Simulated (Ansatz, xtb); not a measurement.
# Ranking isomers of C5H11BO

5 gas-phase structures of C5H11BO, from a drawn sample of its isomers (lower ones may exist). Each was relaxed with GFN2-xTB; where two conformers were screened, the lower at r2SCAN-D4/def2-SVP is listed:

A. `CBOCC1CC1`, a singlet
B. `BO[C@H](C=C)CC`, a singlet
C. `OB1CCCCC1`, a singlet
D. `C=C(C)BOCC`, a singlet
E. `BOC[C@H](C)C=C`, a singlet

Problem. Make a reasoned guess at their ranking by r2SCAN-D4/def2-SVP single-point energy.

Solution. Calculated order at r2SCAN-D4/def2-SVP: C (0.000), D (1.562), A (1.796), B (2.171), E (2.270) eV.

Energies above the lowest of each column, in eV; the last columns are at B3LYP-D3(BJ)/def2-SVP geometries and were run for some of them only (a dash: not run or not comparable):

| structure | GFN2-xTB | HF/STO-3G | r2SCAN-D4/def2-SVP | B3LYP-D3(BJ)/def2-SVP | CCSD(T)/def2-SVP + ΔMP2/def2-TZVPP |
| --- | --- | --- | --- | --- | --- |
| C | 0.000 | 0.000 | 0.000 | 0.000 | 0.000 |
| D | 1.110 | 2.184 | 1.562 | 1.365 | 1.394 |
| A | 0.928 | 2.101 | 1.796 | 1.762 | 1.798 |
| B | 0.952 | 2.723 | 2.171 | – | – |
| E | 0.980 | 2.798 | 2.270 | – | – |

Every level run on C puts it lowest or level with the lowest. Flexible structures stand in one conformer each, not always the lowest. Frequencies (GFN2-xTB) were run for A, C, D alone. ΔMP2 is the change of the MP2 energy from the smaller to the larger basis.

Over these structures GFN2-xTB departs from r2SCAN-D4/def2-SVP by 0.432 eV on average once a common shift is removed. A GFN2-xTB relaxation took about 0.22 s and the r2SCAN-D4/def2-SVP energy about 2.3 s on a shared host (Ansatz 0.2.0, xtb 6.7.1).
